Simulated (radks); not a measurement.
Correlation energies from several functionals, in hartree. Species: I2+ [Kr] 4d10 5s2 5p3; Si2+ [Ne] 3s2. Method: non-relativistic Kohn-Sham, r2SCAN, spin-polarised, spherical densities, point nucleus; meta-GGA in the generalised Kohn-Sham scheme; computed with a radial shooting solver on a logarithmic mesh with Libxc functionals. Every spin shell is full or empty, so the densities are truly spherical. Functionals are evaluated on that one density, not self-consistently.

[
 {"functional": "PW92", "I2+": "-4.9533", "Si2+": "-0.96774"},
 {"functional": "VWN5", "I2+": "-4.9753", "Si2+": "-0.97237"},
 {"functional": "Chachiyo", "I2+": "-4.8883", "Si2+": "-0.95044"},
 {"functional": "PBEsol", "I2+": "-3.1257", "Si2+": "-0.51419"},
 {"functional": "LYP", "I2+": "-2.6045", "Si2+": "-0.49707"},
 {"functional": "P86", "I2+": "-3.1342", "Si2+": "-0.49563"},
 {"functional": "PW91", "I2+": "-2.9886", "Si2+": "-0.48055"},
 {"functional": "AM05", "I2+": "-4.6216", "Si2+": "-0.87158"},
 {"functional": "OP (B88)", "I2+": "-2.5259", "Si2+": "-0.47900"},
 {"functional": "revTPSS", "I2+": "-2.7959", "Si2+": "-0.45084"},
 {"functional": "SCAN", "I2+": "-2.7559", "Si2+": "-0.43722"}
]
